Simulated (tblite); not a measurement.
Species: C7H12N (doublet state).
Numbering: `[CH2:1]=[CH:2][CH:3][CH2:4][C:5](=[CH2:6])[CH2:7][NH2:8]` (hydrogens: H9, H10 on C1; H11 on C2; H12 on C3; H13, H14 on C4; H15, H16 on C6; H17, H18 on C7; H19, H20 on N8)

Structure used (GFN2-xTB), in Å, numbered top down from 1:
```
atom  x, y, z in Å
C1    -3.533    0.238    0.670
C2    -2.462   -0.279   -0.007
C3    -1.185   -0.375    0.504
C4    -0.029   -0.913   -0.260
C5     0.919    0.217   -0.595
C6     0.856    0.878   -1.738
C7     1.929    0.539    0.473
N8     2.702   -0.657    0.795
H9    -4.512    0.281    0.228
H10   -3.427    0.615    1.672
H11   -2.625   -0.648   -1.013
H12   -0.989   -0.003    1.499
H13   -0.374   -1.392   -1.176
H14    0.525   -1.634    0.348
H15    0.123    0.640   -2.491
H16    1.525    1.691   -1.967
H17    1.405    0.840    1.386
H18    2.553    1.388    0.145
H19    3.231   -0.956   -0.018
H20    3.361   -0.461    1.541
```

Computed with GFN2-xTB (tblite): harmonic, unscaled wavenumbers at the GFN2-xTB geometry, gas phase. Errors from tens to a few hundred cm⁻¹ against measured bands are possible. One conformer, not necessarily the lowest. Open shells enter through the occupations alone, without spin polarisation, and single modes of such species can be off by tens of per cent.

Harmonic wavenumbers (cm⁻¹): 36.0, 40.9, 79.3, 132.3, 210.6, 249.7, 266.0, 298.4, 401.5, 435.2, 486.2, 532.6, 600.5, 702.8, 727.2, 760.7, 841.1, 883.6, 898.9, 912.6, 943.1, 958.8, 985.1, 1007.6, 1090.3, 1099.9, 1124.4, 1160.5, 1232.0, 1234.1, 1263.1, 1275.1, 1279.4, 1327.9, 1343.8, 1418.3, 1447.2, 1460.3, 1475.6, 1502.0, 1561.6, 1723.9, 2833.4, 2939.4, 2952.7, 2992.3, 3040.2, 3077.1, 3095.7, 3113.5, 3122.2, 3149.9, 3385.7, 3419.1.

A = 3964, B = 983.7, C = 882.1 MHz; mass 110.097 u (most abundant isotopes); point group C1, symmetry number 1; spin multiplicity 2.

Q: What is the zero-point energy?

A: ½Σν̃ = 37266 cm⁻¹ = 445.80 kJ/mol.

Q: What is S at 298.15 K and 1 bar for an ideal gas of classical rigid rotors and harmonic oscillators?

A: Translation 167.49, rotation 121.03, vibration 126.39, spin (R ln 2) 5.76: S = 420.7 J/(mol K).

Q: And Cp and H(298.15 K) − H(0)?

A: Cp = 158.55 J/(mol K), of which vibrations give 125.29 (their classical limit is 54 R = 449.0); H(298.15 K) − H(0) = 28.76 kJ/mol without the zero-point energy, 18.85 from vibrations.

Q: What must be added to the electronic energy to get the Gibbs energy at 298.15 K and 1 bar?

A: ZPE + [H(298.15 K) − H(0)] − T·S = 445.80 + 28.76 − 125.42 = 349.14 kJ/mol.

Q: Blend soft modes into free rotors: weight 1/[1 + (100 cm⁻¹/ν̃)⁴] for the oscillator and the rest for a rotor with moment μB/(μ + B), μ = h/(8π²ν), B = 10⁻⁴⁴ kg m². What vibrational entropy results?

A: 111.12 J/(mol K) in place of 126.39, which changes −T·S at 298.15 K by +4.55 kJ/mol.

Q: How do the functions run with temperature in this model?

A: 
| T (K) | S (J/(mol K)) | Cp (J/(mol K)) | H − H(0) (kJ/mol) | G − H(0) (kJ/mol) | ln q(vib) |
| --- | --- | --- | --- | --- | --- |
| 150 | 336.2 | 96.5 | 10.01 | -40.41 | 3.75 |
| 250 | 394.7 | 137.2 | 21.65 | -77.03 | 6.37 |
| 400 | 473.5 | 202.7 | 47.20 | -142.22 | 10.19 |
| 600 | 569.6 | 271.7 | 95.07 | -246.72 | 15.26 |
| 900 | 693.5 | 338.1 | 187.35 | -436.76 | 22.55 |

q(vib) and H(0) count from the zero-point level.

Q: Which modes carry the vibrational entropy at 298.15 K?

A: 36.0 cm⁻¹: 22.88; 40.9 cm⁻¹: 21.82; 79.3 cm⁻¹: 16.35; 132.3 cm⁻¹: 12.19; 210.6 cm⁻¹: 8.53; 249.7 cm⁻¹: 7.25 J/(mol K); the other 48 give 37.38 together.

Hindered rotation and anharmonicity are outside this model. Other conformers, if any are populated, would add a mixing term that is left out. The structure is chiral; the term R ln 2 for an equal mix with its mirror image is left out.
